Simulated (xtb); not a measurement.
C6H11O2 (SMILES [CH2]CCCOC(C)=O), doublet, from a rough starting geometry; GFN2-xTB in xtb.

Here is a job for xtb.
```
$ xtb mol.xyz --gfn 2 --uhf 1 --opt vtight --json

# file mol.xyz
19

C     -3.54468931     0.76956651    -0.36799769
C     -2.36368937    -0.17781328    -0.57697605
C     -1.08614602     0.40963682    -0.07627576
C      0.11580263    -0.55244009    -0.25310340
O      1.28647533     0.12839622     0.29127309
C      2.38423987    -0.64872881     0.16396968
C      3.59482367     0.13206965     0.77727450
O      2.43369153    -1.72327880    -0.23871250
H     -4.33025697     0.46590225     0.27586547
H     -3.50243831     1.73843153    -0.72944170
H     -2.20792265    -0.36101536    -1.62724972
H     -2.59757164    -1.11720305     0.01560573
H     -1.15386664     0.71101080     1.00672048
H     -0.84010672     1.42994244    -0.57754083
H      0.29290891    -0.75967354    -1.32298139
H     -0.06941582    -1.48810479     0.33358880
H      3.73866893     1.11442538     0.29563115
H      3.40306054     0.30511829     1.80252504
H      4.47271622    -0.46000091     0.63632780
```

What the program printed (banner, timings and long lists left out):

```
   ID    Z sym.   atoms
    1    6 C      1-4, 6, 7
    2    8 O      5, 8
    3    1 H      9-19

           -------------------------------------------------
          |                Calculation Setup                |
           -------------------------------------------------

           -------------------------------------------------
          |                 G F N 2 - x T B                 |
           -------------------------------------------------

          ...................................................
          :                      SETUP                      :
          :.................................................:
          :  # basis functions                  43          :
          :  # atomic orbitals                  43          :
          :  # shells                           27          :
          :  # electrons                        47          :
          :  max. iterations                   250          :
          :  Hamiltonian                  GFN2-xTB          :
          :  restarted?                      false          :
          :  GBSA solvation                  false          :
          :  PC potential                    false          :
          :  electronic temp.          300.0000000     K    :
          :  accuracy                    1.0000000          :
          :  -> integral cutoff          0.2500000E+02      :
          :  -> integral neglect         0.1000000E-07      :
          :  -> SCF convergence          0.1000000E-05 Eh   :
          :  -> wf. convergence          0.1000000E-03 e    :
          :  Broyden damping             0.4000000          :
          :  net charge                          0          :
          :  unpaired electrons                  1          :
          ...................................................

 iter      E             dE          RMSdq      gap      omega  full diag
   1    -26.7438198 -0.267438E+02  0.408E+00    3.98       0.0  T
   2    -26.8024903 -0.586705E-01  0.220E+00    3.00       1.0  T
   3    -26.8046862 -0.219589E-02  0.111E+00    3.24       1.0  T
   4    -26.8068579 -0.217179E-02  0.158E-01    2.72       1.0  T
   5    -26.8070013 -0.143407E-03  0.700E-02    2.75       1.0  T
   6    -26.8070090 -0.766459E-05  0.285E-02    2.77       1.0  T
   7    -26.8070103 -0.125334E-05  0.801E-03    2.78       2.9  T
   8    -26.8070104 -0.161315E-06  0.209E-03    2.77      11.0  T
[...]
 * total energy  :   -26.5143746 Eh     change       -0.1037024E-05 Eh
 * total energy  :   -26.5143755 Eh     change       -0.9456959E-06 Eh
 * total energy  :   -26.5143760 Eh     change       -0.4230705E-06 Eh
 * total energy  :   -26.5143762 Eh     change       -0.2424603E-06 Eh
 * total energy  :   -26.5143764 Eh     change       -0.1539899E-06 Eh
 * total energy  :   -26.5143765 Eh     change       -0.1254666E-06 Eh
 * total energy  :   -26.5143765 Eh     change        0.2421622E-08 Eh
 * total energy  :   -26.5143766 Eh     change       -0.1293045E-06 Eh
 * total energy  :   -26.5143768 Eh     change       -0.1475158E-06 Eh
 * total energy  :   -26.5143768 Eh     change       -0.4929468E-08 Eh
 * total energy  :   -26.5143769 Eh     change       -0.1014867E-06 Eh
 * total energy  :   -26.5143769 Eh     change       -0.8828859E-07 Eh
   *** GEOMETRY OPTIMIZATION CONVERGED AFTER 74 ITERATIONS ***
         :: total energy             -26.514376948038 Eh    ::
[...]
     #   Z sym  total        # sym  WBO       # sym  WBO       # sym  WBO
 ---------------------------------------------------------------------------
     1   6 C    3.181 --     2 C    1.108    10 H    0.985     9 H    0.984
     2   6 C    3.997 --     1 C    1.108     3 C    1.004    11 H    0.934
                            12 H    0.934
     3   6 C    3.992 --     4 C    1.006     2 C    1.004    13 H    0.975
                            14 H    0.975
     4   6 C    3.928 --     3 C    1.006    16 H    0.968    15 H    0.968
                             5 O    0.938
     5   8 O    2.303 --     6 C    1.133     4 C    0.938     8 O    0.173
     6   6 C    3.917 --     8 O    1.754     5 O    1.133     7 C    0.986
     7   6 C    3.991 --     6 C    0.986    17 H    0.980    19 H    0.976
                            18 H    0.956
     8   8 O    2.035 --     6 C    1.754     5 O    0.173
     9   1 H    0.998 --     1 C    0.984
    10   1 H    0.998 --     1 C    0.985
    11   1 H    0.995 --     2 C    0.934
    12   1 H    0.995 --     2 C    0.934
    13   1 H    0.997 --     3 C    0.975
    14   1 H    0.997 --     3 C    0.975
    15   1 H    0.998 --     4 C    0.968
    16   1 H    0.998 --     4 C    0.968
    17   1 H    0.995 --     7 C    0.980
    18   1 H    0.994 --     7 C    0.956
    19   1 H    0.994 --     7 C    0.976
 ---------------------------------------------------------------------------

Topologies differ in total number of bonds
Writing topology from bond orders to xtbtopo.mol

molecular dipole:
                 x           y           z       tot (Debye)
 q only:       -0.324       0.716       0.178
   full:       -0.264       0.736       0.207       2.055
molecular quadrupole (traceless):
                xx          xy          yy          xz          yz          zz
 q only:        3.738       7.817      -4.950       3.295      -0.184       1.212
  q+dip:        1.855       9.081      -5.220       3.066      -0.691       3.365
   full:        2.367       9.197      -5.879       3.124      -0.942       3.512

optimized geometry written to: xtbopt.xyz

           -------------------------------------------------
          | TOTAL ENERGY              -26.514376948038 Eh   |
          | GRADIENT NORM               0.000110597457 Eh/α |
          | HOMO-LUMO GAP               2.298994703067 eV   |
           -------------------------------------------------

normal termination of xtb
```
